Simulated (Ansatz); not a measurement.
`[SH][Ge][Br]` + NH₃ → `[NH2][Ge][Br]` + H₂S at 298.15 K and 1 bar (ligand exchange at a Ge–S bond).

Isolated molecules relaxed with PBE0-D4/def2-TZVP in Ansatz; ΔE leaves out vibrations. CCSD(T)/CBS adds triple-zeta CCSD(T) − MP2 to the extrapolated MP2 energy (def2 sets, frozen cores). This one scheme is used for every species. For Br, Ge outer-core shells are correlated without core-valence functions, which leaves a few kJ/mol of doubt a bond. Scalar relativity is left out up to krypton. One conformer a species, not always the lowest.

```json
{"species": "`[SH][Ge][Br]`", "CCSD(T)/CBS energy (Eh)": "-5047.87083", "H − E (kJ/mol)": "41.9", "S (J/(mol·K))": "319.4"}
{"species": "NH₃", "CCSD(T)/CBS energy (Eh)": "-56.50880", "H − E (kJ/mol)": "100.5", "S (J/(mol·K))": "192.4"}
{"species": "`[NH2][Ge][Br]`", "CCSD(T)/CBS energy (Eh)": "-4705.39826", "H − E (kJ/mol)": "84.2", "S (J/(mol·K))": "308.3"}
{"species": "H₂S", "CCSD(T)/CBS energy (Eh)": "-398.97279", "H − E (kJ/mol)": "49.9", "S (J/(mol·K))": "205.7"}
```

H − E and S are ideal-gas, rigid-rotor, harmonic terms from PBE0-D4/def2-TZVP, for one conformer and one mirror image of each species. 1 Eh = 2625.50 kJ/mol, R = 8.31446 J/(mol·K).

**Question.** By hand: ΔE, ΔH, ΔS and ΔG.

**Answer.** ΔE = (-4705.39826) + (-398.97279) − (-5047.87083) − (-56.50880) = 0.00858 Eh = 22.5 kJ/mol. Δ(H − E) = 84.2 + 49.9 − 41.9 − 100.5 = -8.3, so ΔH = 14.2 kJ/mol. ΔS = 308.3 + 205.7 − 319.4 − 192.4 = 2.2 J/(mol·K). ΔG = 14.2 − 298.15 × (2.2)/1000 = 13.5 kJ/mol.

**Question.** By hand: the equilibrium constant, and the temperature at which ΔG would vanish if ΔH and ΔS stayed fixed.

**Answer.** log₁₀ K = −ΔG/(RT ln 10) = -2.4. ΔG = 0 at ΔH/ΔS = 6455 K, far beyond where these terms or the molecules hold.

The number of gas molecules stays the same, so ΔS is small and ΔH decides. A doubt of 5 kJ/mol in ΔE shifts log₁₀ K by 0.9 here. Other conformers and mirror images would add mixing entropy, several J/(mol·K) or more a flexible species. These are equilibria of isolated gas molecules and say nothing of rates. Largest T1 diagnostic: 0.012 (customary marks: 0.02 for closed shells, 0.045 for open ones).
